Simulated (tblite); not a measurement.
Species: C5H12ClSi (doublet state).
Atom-mapped SMILES: `[CH3:1][SiH2:2][C:3]([CH3:4])[CH2:5][CH2:6][Cl:7]` (hydrogens: H8, H9, H10 on C1; H11, H12 on Si2; H13, H14, H15 on C4; H16, H17 on C5; H18, H19 on C6)

Cartesian coordinates in Å at the GFN2-xTB level; atoms count from 1:
```
atom  x, y, z in Å
C1    -1.8431    1.7207    0.4682
Si2   -1.6108   -0.1584    0.5861
C3    -0.0387   -0.6529   -0.2721
C4     0.2051   -2.0572   -0.6861
C5     1.1020    0.2934   -0.4356
C6     1.9211    0.3483    0.8571
Cl7    3.2751    1.5034    0.7091
H8    -1.0622    2.2570    0.9991
H9    -1.8396    2.0627   -0.5626
H10   -2.7918    2.0147    0.9059
H11   -2.7382   -0.8518   -0.0536
H12   -1.5996   -0.5313    2.0159
H13    0.9972   -2.5093   -0.0816
H14    0.5431   -2.1063   -1.7243
H15   -0.6903   -2.6629   -0.5804
H16    0.7384    1.3006   -0.6488
H17    1.7577   -0.0206   -1.2522
H18    1.3055    0.6813    1.6921
H19    2.3593   -0.6223    1.0865
```

Level: GFN2-xTB in tblite, geometry and Hessian alike; calculated harmonic values, unscaled, isolated species. Against measured fundamentals such values can be off by several per cent, at times by over 20. Modes of hydrogen on silicon can be 10 to 20 % off. One conformer, not necessarily the lowest. Open shells enter through the occupations alone, without spin polarisation, and single modes of such species can be off by tens of per cent.

Harmonic wavenumbers (cm⁻¹): 36.0, 44.5, 60.6, 79.8, 129.1, 145.5, 159.1, 224.1, 311.5, 348.3, 368.9, 469.5, 566.3, 643.7, 684.2, 721.9, 765.1, 789.7, 797.3, 828.1, 843.8, 958.5, 981.0, 990.2, 1015.1, 1096.0, 1217.0, 1220.3, 1233.3, 1279.4, 1288.6, 1376.4, 1391.0, 1437.4, 1468.8, 1469.3, 1482.8, 1497.3, 1501.4, 2122.2, 2197.3, 2923.3, 2956.2, 2960.7, 2973.1, 2986.6, 2987.9, 3038.7, 3039.2, 3049.4, 3050.1.

A = 2434, B = 844.3, C = 674.7 MHz; mass 135.040 u (most abundant isotopes); point group C1, symmetry number 1; spin multiplicity 2.

**Question.** Zero-point energy?

**Answer.** Half the sum of the wavenumbers: 33103 cm⁻¹ = 94.64 kcal/mol.

**Question.** Entropy at 500 K, 1 bar (ideal gas, RRHO, classical rotation)?

**Answer.** Translation 43.21, rotation 31.37, vibration 57.43, spin (R ln 2) 1.38: S = 133.4 cal/(mol K).

**Question.** And Cp and H(500 K) − H(0)?

**Answer.** Cp = 57.17 cal/(mol K), of which vibrations give 49.22 (their classical limit is 51 R = 101.3); H(500 K) − H(0) = 17.49 kcal/mol without the zero-point energy, 13.52 from vibrations.

**Question.** Blend soft modes into free rotors: weight 1/[1 + (100 cm⁻¹/ν̃)⁴] for the oscillator and the rest for a rotor with moment μB/(μ + B), μ = h/(8π²ν), B = 10⁻⁴⁴ kg m². What vibrational entropy results?

**Answer.** 50.73 cal/(mol K) in place of 57.43, which changes −T·S at 500 K by +3.35 kcal/mol.

**Question.** Which modes carry the vibrational entropy at 500 K?

**Answer.** 36.0 cm⁻¹: 6.49; 44.5 cm⁻¹: 6.07; 60.6 cm⁻¹: 5.46; 79.8 cm⁻¹: 4.92; 129.1 cm⁻¹: 3.97; 145.5 cm⁻¹: 3.73 cal/(mol K); the other 45 give 26.79 together.

**Question.** What must be added to the electronic energy to get the Gibbs energy at 500 K and 1 bar?

**Answer.** ZPE + [H(500 K) − H(0)] − T·S = 94.64 + 17.49 − 66.69 = 45.44 kcal/mol.

**Question.** How do the functions run with temperature in this model?

**Answer.** 
```
 T (K)  S (cal/(mol K))  Cp (cal/(mol K))  H − H(0) (kcal/mol)  G − H(0) (kcal/mol)  ln q(vib)
   150             86.4              26.2                 2.75               -10.22       4.87
   250            101.9              35.2                 5.81               -19.66       8.13
298.15            108.5              39.8                 7.62               -24.73       9.58
   400            121.5              49.2                12.16               -36.45      12.53
   600            144.4              63.9                23.55               -63.10      17.97
   900            173.3              78.5                45.08              -110.91      25.44
```

q(vib) and H(0) count from the zero-point level.

Hindered rotation and anharmonicity are outside this model. Other conformers, if any are populated, would add a mixing term that is left out. The structure is chiral; the term R ln 2 for an equal mix with its mirror image is left out.
